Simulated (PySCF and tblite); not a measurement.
Results of a calculation; reference values are marked as such.
Molecule: C₆H₁₁N, numbered as in [CH2:1]1[CH2:2][C@@H:3]([CH:4]2[CH2:5][CH2:6]2)[NH:7]1.

The mean out-of-plane torsion at N7 (0° is planar) is held and the rest relaxed at GFN2-xTB. Energies: PBE0/pcSseg-1 + D3(BJ). (tblite 0.8, PySCF 2.14.)

Problem. Give the DFT energy and dipole along the out-of-plane angle.

Solution. 
```tsv
out-of-plane angle °	E kcal/mol	dipole D
-46	2.65	1.74
-38	0.30	1.38
-28	1.54	0.96
-14	3.92	0.47
0	4.81	0.16
14	3.56	0.39
28	1.10	0.80
38	0.00	1.19
46	2.60	1.56
```

Problem. Where is the lowest sampled point, and what does the planar form cost?

Solution. At 38°; the point at 0° lies 4.81 kcal/mol above it.
